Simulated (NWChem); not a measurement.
Molecule: SiHSF₃; SMILES F[Si](F)(F)S

```xyz
6

F      0.7839    -0.9418    -1.2519
Si    -0.0110    -0.3400    -0.0009
F      0.6947    -0.9520     1.2977
F     -1.5166    -0.8675    -0.0522
S     -0.0585     1.7544     0.0008
H      1.2908     1.8468     0.0062
```
Atoms are numbered in this order, from 1.

Level: PBE0/def2-SVP (NWChem), optimised geometry, unscaled harmonic frequencies. 

Question: List the harmonic frequencies with IR intensities, and the thermochemistry.

Answer: 
```tsv
frequency (cm⁻¹)	IR intensity (km/mol)
89	17.6
193	2.5
224	10.3
316	26.8
321	20.3
333	40.5
558	77.1
746	7.2
872	227.9
991	170.4
1015	159.8
2712	3.9
```

```yaml
zero_point_energy: 12.0 kcal/mol
thermal correction to the enthalpy at 298.15 K (with zero-point energy): 16.5 kcal/mol
heat capacity Cv: 19.6 cal/(mol K)
entropy at 298.15 K and 1 atm (symmetry number 1): 80.1 cal/(mol K)
dipole_moment: 1.75 D
```

Rigid rotor and harmonic oscillator; modes under 100 cm⁻¹ make the entropy uncertain.
